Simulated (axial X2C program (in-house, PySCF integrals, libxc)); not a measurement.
# Which molecule has these constants?

Computed with an in-house relativistic program for diatomic molecules, spin-free (one-electron X2C) or two-component (2c: spin–orbit coupling with atomic mean-field Coulomb and Gaunt terms, which also bring small scalar terms), in Dyall basis sets with cores contracted in-house; open shells are unrestricted.

A two-component PBE0 calculation in a Dyall 3-zeta basis gave Re = 2.463 Å, ωe = 353.2 cm⁻¹, dipole magnitude 1.64 D, Ω = 4.

**Question.** Which molecule is it?
A. BeTi
B. BeCo
C. BeGe
D. BeCu
E. BeCa

**Answer.** A. The others have BeCo 2.118 Å and 457.5 cm⁻¹ (Ω = 7/2); BeGe 2.161 Å and 507.9 cm⁻¹ (Ω = 1); BeCa 3.345 Å and 166.2 cm⁻¹ (Ω = 0); BeCu 2.058 Å and 476.1 cm⁻¹ (Ω = 1/2).

Each entry is the lowest single determinant of a limited PBE0 search at one distance. De goes to single-determinant-based atoms at the same level (for ions the charge split of lowest energy) and is withheld (n/a) where an atom does not fit its ground term or J level. Main or longest-lived isotopes. One determinant is a doubtful description, or other states lie close, for BeTi, BeCo, BeGe; these need not be ground states, and all values refer to the states named. Some open-shell Ω = 0 determinants are out of reach, so the Ω given for BeTi, BeGe need not be the lowest component. With several unpaired electrons the Ω given is that of one determinant, not necessarily of the lowest component. The functionals have no current term, which raises determinants with orbital currents.
